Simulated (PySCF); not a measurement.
A PySCF script (with the pyscf-properties extension) for the NMR shieldings of SMILES CC[C@@H]1SCCB[C@H]1C, C$_{7}$H$_{15}$BS, on a GFN2-xTB geometry:

```python
import basis_set_exchange as bse
import numpy as np
from pyscf import gto, dft
from pyscf.prop import nmr

atoms = """
C    -2.658708    1.528891    0.269678
C    -1.984226    0.247730   -0.205852
C    -0.481835    0.240091    0.069748
S     0.278806    1.580330   -0.932234
C     1.933836    1.507427   -0.189005
C     2.629850    0.203869   -0.560900
B     1.759421   -1.099741   -0.440419
C     0.186422   -1.107679   -0.242668
C    -0.221443   -2.164570    0.800053
H    -3.722676    1.501253    0.046236
H    -2.533976    1.649517    1.344083
H    -2.222813    2.391652   -0.227698
H    -2.445306   -0.603203    0.299604
H    -2.144917    0.130506   -1.280299
H    -0.298027    0.510707    1.115183
H     2.469202    2.381920   -0.558442
H     1.810191    1.601141    0.891265
H     3.562991    0.120204    0.004552
H     2.936903    0.266302   -1.611699
H     2.298441   -2.134722   -0.558578
H    -0.218213   -1.441396   -1.210608
H     0.115848   -1.864889    1.790376
H     0.237370   -3.120147    0.560440
H    -1.298875   -2.305432    0.834739
"""
names = dict.fromkeys(["C", "S", "B", "H"], "pcSseg-1")
basis = {el: gto.basis.parse(bse.get_basis(n, elements=[el], fmt="nwchem")) for el, n in names.items()}
mol = gto.M(atom=atoms, basis=basis, charge=0, verbose=0)
mf = dft.RKS(mol, xc="PBE0")
mf.grids.level = 2
mf.grids.alignment = dft.numint.BLKSIZE   # the property module wants whole blocks of grid points
mf.conv_tol = 1e-9
mf.kernel()

calc = nmr.RKS(mf)   # GIAO
C = mf.mo_coeff
Co = C[:, mf.mo_occ > 0]
resp = mf.gen_response(singlet=True, hermi=2)
def vind(x):   # induced exchange potential for any number of trial vectors
    d = np.einsum("pi,xij,qj->xpq", C, 2 * x.reshape(-1, C.shape[1], Co.shape[1]), Co, optimize=True)
    return np.einsum("xpq,pi,qj->xij", resp(d - d.transpose(0, 2, 1)), C, Co, optimize=True).ravel()
mo1, _ = nmr.rhf.solve_mo1(calc, with_cphf=vind)
sigma = calc.kernel(mo1)
for i, s in enumerate(sigma):   # ppm
    print("%2d %-2s %9.2f" % (i, mol.atom_pure_symbol(i), np.trace(s) / 3))
```

Question: What does it print?

Answer: 
```
 0 C     171.47
 1 C     156.63
 2 C     125.91
 3 S     473.40
 4 C     151.90
 5 C     152.20
 6 B      12.69
 7 C     141.71
 8 C     171.55
 9 H      30.59
10 H      30.95
11 H      29.76
12 H      29.50
13 H      30.62
14 H      29.45
15 H      28.95
16 H      29.12
17 H      29.46
18 H      30.11
19 H      24.13
20 H      30.50
21 H      31.12
22 H      30.26
23 H      30.03
```

These numbers come from an equivalent density-fitted implementation of the same equations, which agrees with the script to about 0.01 ppm for H and up to a few tenths of a ppm for heavy atoms, so last digits may differ.

Size and cost of the density-fitted run: 235 basis functions, 120 s wall time on 1 thread of an Arm Neoverse N1, shared host; peak memory 1.1 GiB.
